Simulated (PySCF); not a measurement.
GeH7NSi2, SMILES [NH]1[SiH2][SiH2][GeH2]1. Geometry optimised at ωB97X-D3(BJ)/def2-SVP. The structure was generated by enumeration, and PubChem lists no compound with its InChIKey, so it may never have been made.

Method: ωB97X-D3(BJ)/def2-SVP (PySCF 2.14.0).

Harmonic wavenumbers (cm⁻¹): 90, 300, 318, 373, 398, 454, 460, 546, 608, 636, 667, 671, 707, 719, 837, 882, 922, 937, 1008, 1128, 2150, 2160, 2214, 2226, 2250, 2259, 3657. Rotational constants (GHz): 4.014, 2.252, 1.521; symmetry number 1.

Question: Work out the zero-point energy and the ideal-gas rigid-rotor harmonic-oscillator thermochemistry at 298.15 K and 1 atm.

Answer: ZPE = ½ Σ hcν = ½ × 29578 cm⁻¹ = 176.92 kJ/mol. H − E(el) = 197.27 kJ/mol. Entropy in J/(mol K): translation 171.23, rotation 115.27, vibration 55.92, total 342.41. G − E(el) = 95.18 kJ/mol. Cp = 117.63 J/(mol K). Modes under 150 cm⁻¹ make the vibrational entropy uncertain.
